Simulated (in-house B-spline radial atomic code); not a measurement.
## Response and correlation of the calcium ion Ca²⁺

Closed shell [Ne] 3s2 3p6. Computed with an all-electron radial atomic-structure program (B-spline basis): Dirac-Hartree-Fock, relativistic RPA (time-dependent Dirac-Hartree-Fock) for the response and second-order many-body perturbation theory for correlation, no-pair Dirac-Coulomb Hamiltonian, finite nucleus, speed of light scaled by 100 (non-relativistic limit).

Command:
```bash
python run_mb.py task.json out
```
Settings (nuclear radius in fm, box in bohr, cutoff in hartree):
```
basis_form          2
Z                   20
core_configuration  [Ne] 3s2 3p6
rms_radius          3.4776
mass_number         40
speed_of_light      13703.59991
box_radius          18.686
lmax                7
intervals           65
virtual_cutoff      10000.0
```

Time taken, with all properties: 1.9 s on 1 thread of Arm Neoverse V2, with other jobs on the host.

```
multipole (bohr³, bohr⁵, bohr⁷)  uncoupled  coupled RPA
                         dipole     3.3781            ?
                     quadrupole     5.7782       6.9944
                       octupole     25.965       33.844
```

What is the coupled dipole polarisability?

3.2607 atomic units, -3 % against the uncoupled value.

Which subshells carry the dipole polarisability?

3p3/2 65.4 %, 3p1/2 32.7 %, 3s1/2 1.8 %.

What does the dipole shielding factor come to?

The dipole shielding factor is 0.900, against the exact N/Z = 18/20 = 0.900 of the non-relativistic theorem.

Dipole polarisability at imaginary frequency:

| u (Eh) | α(iu) (bohr³) |
| --- | --- |
| 0 | 3.261 |
| 0.26 | 3.135 |
| 0.779 | 2.41 |
| 1.56 | 1.382 |
| 2.6 | 0.7165 |
| 5.2 | 0.2452 |
| 10.4 | 0.08069 |
| 26 | 0.01825 |

What dispersion coefficients follow for two such ions (the dispersion part alone)?

C6 = (3/π)∫α(iu)²du = 10.75 hartree·bohr⁶ and C8 = 133.3 hartree·bohr⁸.

Lowest J = 1 odd-parity excitations:

| energy (eV) | oscillator strength | leading channel | weight |
| --- | --- | --- | --- |
| 24.655 | 7.87e-14 | 3p3/2 → d3/2 | 0.533 |
| 28.035 | 1.82e-11 | 3p1/2 → d3/2 | 0.5 |
| 30.398 | 6.11e-10 | 3p1/2 → s1/2 | 0.663 |
| 31.059 | 0.713 | 3p3/2 → s1/2 | 0.659 |
| 34.676 | 3.57 | 3p3/2 → d5/2 | 0.588 |
| 40.171 | 1.1e-10 | 3p3/2 → d3/2 | 0.519 |
| 40.774 | 1.65e-11 | 3p1/2 → d3/2 | 0.5 |
| 40.899 | 2.91e-09 | 3p1/2 → s1/2 | 0.651 |

Second-order correlation energy by the highest angular momentum of the excited pair (hartree): s -0.02035, p -0.175, d -0.3717, f -0.1032, g -0.04139, h -0.01577, i -0.00731, k -0.003834.

What is the second-order correlation energy at the partial-wave limit?

The listed waves sum to -0.73861 hartree; extrapolating the increments as (l + 1/2)⁻⁴ gives -0.74645 hartree, -1.13 eV per electron.
